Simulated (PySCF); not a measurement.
## Nonlinear optical response: SMILES C#Cc1c(B(F)F)c1=O, C5HBF2O

Geometry:
```csv
atom,x (Å),y (Å),z (Å)
C1,2.917,-0.413,0.013
C2,1.767,-0.051,-0.015
C3,0.485,0.441,-0.048
C4,-0.852,0.131,-0.015
B5,-1.987,-0.885,0.085
F6,-2.494,-1.258,1.241
F7,-2.569,-1.400,-0.977
C8,-0.445,1.517,-0.128
O9,-0.724,2.667,-0.216
H10,3.913,-0.743,0.039
```

Level of theory: quadratic response B3LYP/def2-SVPD first hyperpolarisability, Taylor convention, gas phase in PySCF. Geometry: GFN2-xTB.

Task: What is the first hyperpolarisability, and how does it disperse?

Result: In au, Taylor convention; the vector part is βᵢ = ⅓ Σⱼ (βᵢⱼⱼ + βⱼᵢⱼ + βⱼⱼᵢ); β∥ is 3/5 of the vector part along the dipole, the dipole points from − to +:
| process | λ (nm) | β vector norm | β∥ | β HRS | depolarisation ratio |
| --- | --- | --- | --- | --- | --- |
| static β(0;0,0) | ∞ | 299.0 | -158.3 | 129.7 | 4.34 |
| second harmonic β(−2ω;ω,ω) | 1550 | 328.9 | -170.6 | 142.3 | 4.41 |
| Pockels β(−ω;ω,0) | 1550 | 308.4 | -162.2 | – | – |
| second harmonic β(−2ω;ω,ω) | 1064 | 370.2 | -186.7 | 159.6 | 4.51 |
| Pockels β(−ω;ω,0) | 1064 | 319.6 | -166.8 | – | – |
| Pockels β(−ω;ω,0) | 694.3 | 352.0 | -179.7 | – | – |

Second harmonics within 0.3 eV of the first excitation or beyond it are left out.

Task: Which lowest excitations, dipole and polarisabilities go with it?

Result: S1 3.17 eV (f = 0.000); S2 4.75 eV (f = 0.000); S3 4.97 eV (f = 0.123); dipole 4.04 D; isotropic α 75.8 au static, 76.3 au at 1550 nm, 76.9 au at 1064 nm, 77.9 au at 775 nm, 78.4 au at 694.3 nm, 80.5 au at 532 nm.
